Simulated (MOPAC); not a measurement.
MOPAC input (PM6):

```
PM6 PRECISE GNORM=0.05 LET XYZ CHARGE=1 GEO-OK AUX(PRECISION=9) THREADS=1
H3BCl2N

N    -1.73898500 1   -0.07435200 1    0.10232300 1
B    -0.17316000 1   -0.01264000 1    0.00929900 1
Cl    0.64376800 1   -1.50731400 1   -0.01466300 1
Cl    0.49617500 1    1.55446700 1   -0.05246100 1
H    -2.09529300 1   -1.03416700 1    0.10808000 1
H    -2.07199700 1    0.39286800 1    0.95316700 1
H    -2.17306000 1    0.42336000 1   -0.68288500 1
```

Output:

```
 *******************************************************************************
 **                                                                           **
 **                              MOPAC v23.2.5                                **
 **                                                                           **
 *******************************************************************************
 ** MOPAC's Digital Object Identifier: https://doi.org/10.5281/zenodo.6511958 **
 **                                                                           **
 ** Please cite the open-source release paper for use of this MOPAC version:  **
 ** J. E. Moussa and J. J. P. Stewart (2026)                                  **
 ** MOPAC: An open-source semiempirical molecular orbital program             **
 ** J. Open Source Softw., 11(119), 8025, https://doi.org/10.21105/joss.08025 **
 *******************************************************************************

                              PM6 CALCULATION RESULTS

 *******************************************************************************
 *  PM6        - The PM6 Hamiltonian to be used
 *  GEO-OK     - OVERRIDE INTERATOMIC DISTANCE AND OTHER SAFETY CHECKS
 *
 *
 *
 *                 CHARGE ON SYSTEM = +1
 *
 *
 *
 *  LET        - OVERRIDE SOME SAFETY CHECKS
 *  PRECISE    - TIGHTER CRITERIA TO BE USED
 *  XYZ        - CARTESIAN COORDINATE SYSTEM TO BE USED
 *  GNORM      - EXIT WHEN GRADIENT NORM DROPS BELOW 0.050
 *  AUX        - OUTPUT AUXILIARY INFORMATION
 *******************************************************************************
PM6 PRECISE GNORM=0.05 LET XYZ CHARGE=1 GEO-OK AUX(PRECISION=9) THREADS=1
 H3BCl2N

   ATOM   CHEMICAL          X               Y               Z
  NUMBER   SYMBOL      (ANGSTROMS)     (ANGSTROMS)     (ANGSTROMS)

     1       N         -1.73898500  *  -0.07435200  *   0.10232300  *
     2       B         -0.17316000  *  -0.01264000  *   0.00929900  *
     3      Cl          0.64376800  *  -1.50731400  *  -0.01466300  *
     4      Cl          0.49617500  *   1.55446700  *  -0.05246100  *
     5       H         -2.09529300  *  -1.03416700  *   0.10808000  *
     6       H         -2.07199700  *   0.39286800  *   0.95316700  *
     7       H         -2.17306000  *   0.42336000  *  -0.68288500  *

          CARTESIAN COORDINATES

    NO.       ATOM           X           Y           Z

     1         N         -1.7390     -0.0744      0.1023
     2         B         -0.1732     -0.0126      0.0093
     3        Cl          0.6438     -1.5073     -0.0147
     4        Cl          0.4962      1.5545     -0.0525
     5         H         -2.0953     -1.0342      0.1081
     6         H         -2.0720      0.3929      0.9532
     7         H         -2.1731      0.4234     -0.6829

 General Reference for PM6:
 "Optimization of Parameters for Semiempirical Methods V: Modification of NDDO Approximations
 and Application to 70 Elements", J. J. P. Stewart, J. Mol. Mod., 13, 1173-1213 (2007)
 URL: https://link.springer.com/article/10.1007/s00894-007-0233-4

           Empirical Formula: H3 N B Cl2  =     7 atoms

      MOLECULAR POINT GROUP   :   Cs

      RHF CALCULATION, NO. OF DOUBLY OCCUPIED LEVELS = 12

          Geometry optimization using EF

          DIAGONAL MATRIX USED AS START HESSIAN

 CYCLE:     1  GRAD.:    22.572 HEAT:  83.81117
 CYCLE:     2  GRAD.:    85.531 HEAT:  87.11147
 CYCLE:     3  GRAD.:    11.840 HEAT:  83.61462
 CYCLE:     4  GRAD.:    30.345 HEAT:  84.03518
 CYCLE:     5  GRAD.:    20.644 HEAT:  83.65563
 CYCLE:     6  GRAD.:    47.524 HEAT:  84.95055
 CYCLE:     7  GRAD.:     9.016 HEAT:  83.52153
 CYCLE:     8  GRAD.:    49.305 HEAT:  84.39720
 CYCLE:     9  GRAD.:     1.068 HEAT:  83.49084
 CYCLE:    10  GRAD.:     5.577 HEAT:  83.50118
 CYCLE:    11  GRAD.:     0.265 HEAT:  83.49021
 CYCLE:    12  GRAD.:     0.852 HEAT:  83.49038
 CYCLE:    13  GRAD.:     0.088 HEAT:  83.49007
 CYCLE:    14  GRAD.:     0.045 HEAT:  83.49005

     GRADIENT =  0.04520 IS LESS THAN CUTOFF =  0.05000

 -------------------------------------------------------------------------------
 PM6 PRECISE GNORM=0.05 LET XYZ CHARGE=1 GEO-OK AUX(PRECISION=9) THREADS=1
 H3BCl2N

     GEOMETRY OPTIMISED USING EIGENVECTOR FOLLOWING (EF).
     SCF FIELD WAS ACHIEVED

                              PM6 CALCULATION
                                                       MOPAC v23.2.5 Linux

          FINAL HEAT OF FORMATION =         83.49005 KCAL/MOL =     349.32237 KJ/MOL

          COSMO AREA              =        112.71 SQUARE ANGSTROMS
          COSMO VOLUME            =         98.18 CUBIC ANGSTROMS

          GRADIENT NORM           =          0.04520          =       0.01708 PER ATOM
          IONIZATION POTENTIAL    =         16.121052 EV
          HOMO LUMO ENERGIES (EV) =        -16.121 -6.099
          NO. OF FILLED LEVELS    =         12
          MOLECULAR WEIGHT        =         98.7464         POINT GROUP:  Cs

          MOLECULAR DIMENSIONS (Angstroms)

            Atom       Atom       Distance
            H     5   Cl     4     3.67992
           Cl     3    H     7     3.42705
           Cl     3    H     6     1.60777

          SCF CALCULATIONS        =         15

   ATOM   CHEMICAL          X               Y               Z
  NUMBER   SYMBOL      (ANGSTROMS)     (ANGSTROMS)     (ANGSTROMS)

     1       N         -1.74658392  *  -0.07403012  *   0.10302256  *
     2       B         -0.16931668  *  -0.01172815  *   0.00955488  *
     3      Cl          0.64683954  *  -1.49183625  *  -0.01521400  *
     4      Cl          0.50282137  *   1.54047651  *  -0.05274920  *
     5       H         -2.11145163  *  -1.04437336  *   0.10835208  *
     6       H         -2.08429078  *   0.39156322  *   0.96697085  *
     7       H         -2.18650221  *   0.42186421  *  -0.69542961  *

                             CARTESIAN COORDINATES

   1    N       -1.746583917    -0.074030117     0.103022560
   2    B       -0.169316677    -0.011728149     0.009554881
   3   Cl        0.646839544    -1.491836249    -0.015213997
   4   Cl        0.502821373     1.540476508    -0.052749202
   5    H       -2.111451628    -1.044373359     0.108352079
   6    H       -2.084290785     0.391563219     0.966970849
   7    H       -2.186502208     0.421864213    -0.695429611

           Empirical Formula: H3 N B Cl2  =     7 atoms

      MOLECULAR POINT GROUP   :   Cs

                  EIGENVALUES
 -39.26980 -31.04669 -30.78021 -24.49316 -24.36155 -24.15560 -21.27011 -19.56986
 -17.76186 -16.57447 -16.21755 -16.12105  -6.09928  -5.66052  -4.08977  -3.84264
  -2.37522  -1.13591  -1.03545  79.78835  79.95989  80.05914  80.87064  80.87796
  81.02881  81.05745  81.15140  81.67349  81.69000

              NET ATOMIC CHARGES AND DIPOLE CONTRIBUTIONS

  ATOM NO.   TYPE          CHARGE      No. of ELECS.   s-Pop       p-Pop       d-Pop
    1          N          -0.235507        5.2355     1.43921     3.79630
    2          B           0.276268        2.7237     0.99486     1.72887
    3         Cl           0.070977        6.9290     1.99226     4.93294     0.00383
    4         Cl           0.063811        6.9362     1.99236     4.93998     0.00386
    5          H           0.273259        0.7267     0.72674
    6          H           0.275668        0.7243     0.72433
    7          H           0.275525        0.7245     0.72448
 DIPOLE           X         Y         Z       TOTAL
 POINT-CHG.    -6.690    -0.278     0.400     6.708
 HYBRID        -0.593    -0.000     0.036     0.594
 SUM           -7.283    -0.279     0.437     7.301

          ATOMIC ORBITAL ELECTRON POPULATIONS

     Atom    s        px        py        pz      x^2-y^2     xz        z^2       yz        xy
    1  N   1.43921   1.30740   1.24583   1.24307
    2  B   0.99486   0.60722   0.74593   0.37572
    3 Cl   1.99226   1.75261   1.35864   1.82168   0.00130   0.00021   0.00055   0.00048   0.00130
    4 Cl   1.99236   1.81219   1.30261   1.82517   0.00122   0.00020   0.00054   0.00054   0.00136
    5  H   0.72674
    6  H   0.72433
    7  H   0.72448

 **********************
 *                    *
 * JOB ENDED NORMALLY *
 *                    *
 **********************

 == MOPAC DONE ==
```

The dipole moment of an ion depends on the origin.

The geometry given is a B3LYP-D3(BJ)/def2-TZVP minimum.
